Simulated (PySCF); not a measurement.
**Correlation energy of Eu³⁵⁺ (europium, charge +35)**

Starting occupation: [Ar] 3d10. All numbers are calculated (PySCF 2.14, X2C-1e with screened-nucleus spin-orbit coupling, Gaussian nucleus, in an even-tempered Gaussian basis (18 s from 2.2 bohr⁻², ratio 2.6; 15 p from 2.9 bohr⁻², ratio 2.6; 10 d from 2.9 bohr⁻², ratio 2.6; 6 f from 3 bohr⁻², ratio 2.8)). Frozen: [Ar]; 10 electrons correlated; the 98 highest virtual spinors left out.

MP2 pair energies summed by pair of shells (mhartree):

```tsv
pair	energy	share (%)
3d3/2-3d5/2	-187.90	49.7
3d5/2-3d5/2	-132.76	35.1
3d3/2-3d3/2	-57.28	15.2
```

Total MP2 correlation energy: -377.94 mhartree.

The virtual space was cut to 70 spinors, which keep -373.28 of the -377.94 mhartree of MP2 correlation.

| level | correlation energy (mhartree) |
| --- | --- |
| CCSD | -368.90 |
| (T) | -0.24 |
| CCSD(T) | -369.14 |

Diagnostics: T1 = 7.2e-05, largest double amplitude 0.006.

Cost of the coupled-cluster step: 74 s of wall time on 1 thread of AMD EPYC 7R43 64-Core Processor (shared host), for 10 occupied and 70 virtual spinors.

Iterations:

```
Init t2, MP2 energy = -0.373277516068867
CCSD nocc = 10, nmo = 80
Init t2, MP2 energy = -0.373277516068867
Init E_corr(GCCSD) = -0.373277516068867
cycle = 1  E_corr(GCCSD) = -0.368789550978207  dE = 0.00448796509  norm(t1,t2) = 0.000862329
cycle = 2  E_corr(GCCSD) = -0.368901397206066  dE = -0.000111846228  norm(t1,t2) = 2.4496e-05
cycle = 3  E_corr(GCCSD) = -0.36890071741489  dE = 6.79791176e-07  norm(t1,t2) = 1.18364e-06
cycle = 4  E_corr(GCCSD) = -0.368900818471969  dE = -1.0105708e-07  norm(t1,t2) = 5.10775e-08
cycle = 5  E_corr(GCCSD) = -0.368900819064016  dE = -5.92046745e-10  norm(t1,t2) = 8.5057e-10
GCCSD converged
E(GCCSD) = -10134.82067082705  E_corr = -0.3689008190640161
```

At this charge the one-electron X2C treatment keeps the bare 1/r₁₂, with no two-electron picture change or Breit term. The effect here is smaller than on the frozen 1s shell.
